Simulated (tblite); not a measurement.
C3H8F2Ge.
SMILES with atom numbers: `[CH3:1][CH:2]([CH3:3])[GeH:4]([F:5])[F:6]` (hydrogens: H7, H8, H9 on C1; H10 on C2; H11, H12, H13 on C3; H14 on Ge4)

Computed with GFN2-xTB (tblite), gas phase: L-BFGS steps from a force-field or distance-geometry start until the largest atomic force falls under 0.01 eV/Å.

Step 11: E = -598.1881 eV
```
atom  x, y, z in Å  |  force x, y, z in eV/Å
C1      1.4230   -0.4453    0.4547   -0.031   0.020  -0.044
C2      0.3107    0.0666   -0.4502   -0.107  -0.046   0.014
C3      0.0147    1.5491   -0.2539    0.041  -0.052  -0.027
Ge4    -1.4224   -0.9346   -0.1311    0.083  -0.010   0.019
F5     -1.8859   -0.8310    1.5514    0.001   0.031   0.024
F6     -1.2235   -2.6649   -0.2580    0.001  -0.065  -0.039
H7      1.5899   -1.5100    0.2948   -0.043  -0.012   0.012
H8      1.1769   -0.2861    1.5037   -0.046  -0.006  -0.024
H9      2.3516    0.0784    0.2371    0.023   0.046  -0.008
H10     0.5726   -0.1249   -1.4964    0.029   0.064   0.081
H11    -0.8055    1.8573   -0.9028    0.035   0.056   0.015
H12    -0.2727    1.7457    0.7788    0.037   0.000  -0.044
H13     0.8921    2.1453   -0.4941    0.024   0.023   0.012
H14    -2.7222   -0.6460   -0.8561   -0.048  -0.049   0.009
```

Step 12: E = -598.1896 eV
```
atom  x, y, z in Å  |  force x, y, z in eV/Å
C1      1.4206   -0.4449    0.4541    0.008   0.013  -0.018
C2      0.3105    0.0674   -0.4514   -0.089  -0.054   0.023
C3      0.0167    1.5483   -0.2547    0.012   0.006  -0.020
Ge4    -1.4220   -0.9357   -0.1317    0.023  -0.040   0.021
F5     -1.8876   -0.8310    1.5533    0.019   0.029  -0.009
F6     -1.2253   -2.6698   -0.2591    0.005  -0.022  -0.034
H7      1.5902   -1.5087    0.2947   -0.055  -0.033   0.009
H8      1.1771   -0.2853    1.5034   -0.064  -0.007  -0.016
H9      2.3495    0.0777    0.2377    0.041   0.064  -0.019
H10     0.5772   -0.1210   -1.4958    0.014   0.040   0.048
H11    -0.8024    1.8602   -0.9028    0.022   0.047   0.009
H12    -0.2693    1.7467    0.7773    0.020  -0.006  -0.016
H13     0.8925    2.1469   -0.4931    0.054   0.014  -0.003
H14    -2.7284   -0.6513   -0.8539   -0.008  -0.051   0.024
```

Step 13: E = -598.1907 eV
```
atom  x, y, z in Å  |  force x, y, z in eV/Å
C1      1.4190   -0.4444    0.4533    0.030   0.003   0.006
C2      0.3087    0.0670   -0.4517   -0.037  -0.029   0.024
C3      0.0184    1.5478   -0.2556   -0.006   0.045  -0.007
Ge4    -1.4213   -0.9374   -0.1315   -0.033  -0.057   0.015
F5     -1.8882   -0.8300    1.5548    0.031   0.025  -0.028
F6     -1.2261   -2.6737   -0.2608    0.008   0.006  -0.028
H7      1.5892   -1.5083    0.2949   -0.055  -0.031   0.006
H8      1.1759   -0.2849    1.5027   -0.066  -0.007  -0.013
H9      2.3485    0.0785    0.2377    0.025   0.058  -0.022
H10     0.5804   -0.1176   -1.4944   -0.003   0.014   0.012
H11    -0.8000    1.8632   -0.9027    0.012   0.039   0.001
H12    -0.2666    1.7472    0.7759    0.008  -0.006   0.007
H13     0.8937    2.1479   -0.4924    0.063  -0.008  -0.011
H14    -2.7322   -0.6556   -0.8522    0.023  -0.053   0.036
```

Q: Estimate the geometry and energy of step 14. (The exact step hangs on the optimiser's Hessian estimate; all steps are aligned on step 13, rigid shifts and turns removed.)

A: E = -598.1916 eV, largest force 0.082 eV/Å
```
atom  x, y, z in Å  |  force x, y, z in eV/Å
C1      1.4180   -0.4439    0.4527    0.031  -0.004   0.021
C2      0.3062    0.0662   -0.4516    0.024   0.012   0.016
C3      0.0199    1.5480   -0.2565   -0.012   0.058   0.008
Ge4    -1.4212   -0.9402   -0.1309   -0.062  -0.053   0.003
F5     -1.8881   -0.8284    1.5559    0.037   0.019  -0.035
F6     -1.2263   -2.6773   -0.2630    0.011   0.021  -0.020
H7      1.5871   -1.5086    0.2951   -0.045  -0.016   0.005
H8      1.1734   -0.2847    1.5019   -0.055  -0.005  -0.011
H9      2.3479    0.0803    0.2372   -0.005   0.036  -0.017
H10     0.5830   -0.1144   -1.4928   -0.023  -0.012  -0.016
H11    -0.7977    1.8667   -0.9026    0.005   0.033  -0.005
H12    -0.2640    1.7475    0.7748   -0.002  -0.001   0.024
H13     0.8959    2.1485   -0.4921    0.056  -0.034  -0.014
H14    -2.7347   -0.6601   -0.8502    0.040  -0.054   0.042
```

The energy changes by -0.0010 eV. The first-order estimate −F·Δx gives -0.0013 eV and the mean of the old and new forces, exact on a quadratic surface, -0.0010 eV. The step makes an angle of 54° with the force vector and moves no atom by more than 0.006 Å.

What follows is the cost of the whole relaxation. The run took 0.22 s on an Arm Neoverse V1 with one thread (shared host).
